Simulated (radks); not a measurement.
Species: Tb II. Configuration: [Xe] 4f8 5d1 6s1 (not the ground configuration).

Calculated with a radial shooting solver on a logarithmic mesh with Libxc functionals: Dirac Kohn-Sham, PBE, spin-unpolarised, spherical densities, finite nucleus; open shells are shared between the two j in proportion to 2j + 1; Fermi nuclear charge, rms radius 5.06 fm.

Energy parts (hartree):
total: -11717.5461
kinetic: 12813.1737
electron-nucleus: -28814.5382
Hartree: 4540.5257
exchange-correlation: -256.7072

Orbitals (lengths in bohr, moments of r in powers of bohr; <r^-3> diverges for s and p1/2; r(90%) holds 90 % of the orbital's charge):
| orbital | occ. | eigenvalue (hartree) | <r^-3> | <1/r> | r(90%) |
|---|---|---|---|---|---|
| 1s1/2 | 2 | -1903.920 | - | 73.09 | 0.0389 |
| 2s1/2 | 2 | -315.8640 | - | 17.47 | 0.142 |
| 2p1/2 | 2 | -300.2066 | - | 17.45 | 0.125 |
| 2p3/2 | 4 | -272.7723 | 10440 | 15.35 | 0.134 |
| 3s1/2 | 2 | -70.46515 | - | 6.377 | 0.351 |
| 3p1/2 | 2 | -63.65255 | - | 6.292 | 0.344 |
| 3p3/2 | 4 | -57.98983 | 2230 | 5.759 | 0.362 |
| 3d3/2 | 4 | -46.24637 | 375.9 | 5.639 | 0.334 |
| 3d5/2 | 6 | -45.01121 | 332.8 | 5.507 | 0.340 |
| 4s1/2 | 2 | -14.35746 | - | 2.667 | 0.777 |
| 4p1/2 | 2 | -11.68573 | - | 2.560 | 0.803 |
| 4p3/2 | 4 | -10.42047 | 499.2 | 2.379 | 0.846 |
| 4d3/2 | 4 | -6.01729 | 71.67 | 2.161 | 0.925 |
| 4d5/2 | 6 | -5.78787 | 62.53 | 2.116 | 0.940 |
| 5s1/2 | 2 | -2.11565 | - | 1.020 | 1.88 |
| 5p1/2 | 2 | -1.38058 | - | 0.9006 | 2.15 |
| 5p3/2 | 4 | -1.20918 | 66.51 | 0.8360 | 2.29 |
| 4f5/2 | 3.42857 | -0.58126 | 9.026 | 1.579 | 1.43 |
| 4f7/2 | 4.57143 | -0.55019 | 8.680 | 1.559 | 1.45 |
| 6s1/2 | 1 | -0.34551 | - | 0.3485 | 5.25 |
| 5d3/2 | 0.4 | -0.31360 | 3.867 | 0.5217 | 3.98 |
| 5d5/2 | 0.6 | -0.30165 | 3.272 | 0.5069 | 4.09 |

The highest occupied level is 5d5/2 at -8.208 eV. Summed over all electrons, <r^2> = 58.26 bohr^2, which gives a Langevin (diamagnetic) susceptibility term of -46.1 x 10^-6 cm^3/mol. The electron density at the nucleus is 6.867e+05 e/bohr^3. The density falls to 0.001 e/bohr^3 at r = 4.57 bohr.
